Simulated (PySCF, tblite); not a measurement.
Isomers of C4H13NP2Si, one GFN2-xTB conformer each. Single-point energies are computed at PBE0/pcSseg-1 (PySCF, gas phase, no added dispersion term), electronic only.

**Question.** Rank them by PBE0/pcSseg-1 energy, lowest first (kcal/mol).
A. `[CH2:1]=[CH:2][CH2:3][N:4]([CH3:5])[SiH:6]([PH2:7])[PH2:8]` with C1–C2–C3–N4 12°, C2–C3–N4–C5 74°, C3–N4–Si6–P7 -37°, N4–Si6–P7–H -171° and -79°, N4–Si6–P8–H 68° and 160°
B. `[CH3:1][NH:2][C@H:3]1[CH2:4][CH2:5][Si:6]1([PH2:7])[PH2:8]` with C1–N2–C3–C4 178°, C5–Si6–P7–H -175° and 92°, C5–Si6–P8–H 120° and 27°, N2–C3–C4–C5 134°, C3–C4–C5–Si6 -18°, C4–C5–Si6–P7 -92°, N2–C3–Si6–C5 -130°

**Answer.** A (0.0), B (2.3).

As drawn, the lower has a C=C bond outside aromatic rings, which the higher lacks; the higher has a four-membered ring, an N–H bond and an Si–C bond, which the lower lacks. Neighbours under 2.5 kcal/mol apart (C=CCN(C)[SiH](P)P and CN[C@H]1CC[Si]1(P)P) can change places with a better method, another conformer or zero-point energy. GFN2-xTB itself gives, in the same order: 0.0, 15.8. Both levels put the same isomer lowest.

**Question.** Which frontier levels, dipoles and rotational constants go with these structures?

**Answer.** 
```tsv
SMILES	HOMO (eV, PBE0/pcSseg-1)	LUMO (eV)	dipole (D)	A, B, C (MHz)
C=CCN(C)[SiH](P)P	-6.57	0.02	0.99	1392, 832.5, 607.6
CN[C@H]1CC[Si]1(P)P	-6.30	-0.20	1.49	1177, 869.8, 833.2
```

**Question.** What happens when harmonic zero-point energies from GFN2-xTB frequencies are added?

**Answer.** 
```tsv
SMILES	ZPE (kcal/mol)	electronic (kcal/mol)	with ZPE (kcal/mol)
C=CCN(C)[SiH](P)P	98.4	0.0	0.0
CN[C@H]1CC[Si]1(P)P	101.5	2.3	5.4
```

The zero-point energies span 3.1 kcal/mol. The order is unchanged.

**Question.** As an exercise, what shares would exp(−E/RT) give at 500 K from these electronic energies alone (no entropy, no degeneracies)?

**Answer.** RT = 0.994 kcal/mol: C=CCN(C)[SiH](P)P 91.3 %, CN[C@H]1CC[Si]1(P)P 8.7 %.
